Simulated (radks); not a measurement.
Results of a calculation; reference values are marked as such.
Removal energies from the rubidium ion Rb5+, [Ar] 3d10 4s2 4p(1/2: 2, 3/2: 0), by Delta-SCF beside the eigenvalue of the level emptied. Code: a radial shooting solver on a logarithmic mesh with Libxc functionals. Model: Dirac Kohn-Sham, PBE, spin-unpolarised, spherical densities, finite nucleus; Fermi nuclear charge, rms radius of each element as measured or else 0.836 A^(1/3) + 0.57 fm. Sub-shells are occupied by j as written (lower j first in brackets).

removed from,final configuration,Delta-SCF (eV),-eigenvalue (eV)
4p1/2,"[Ar] 3d10 4s2 4p(1/2: 1, 3/2: 0)",83.259,75.712
4s1/2,"[Ar] 3d10 4s1 4p(1/2: 2, 3/2: 0)",101.62,93.451
3d5/2,"[Ar] 3d(3/2: 4, 5/2: 5) 4s2 4p(1/2: 2, 3/2: 0)",190.57,173.19
3d3/2,"[Ar] 3d(3/2: 3, 5/2: 6) 4s2 4p(1/2: 2, 3/2: 0)",192.22,174.76
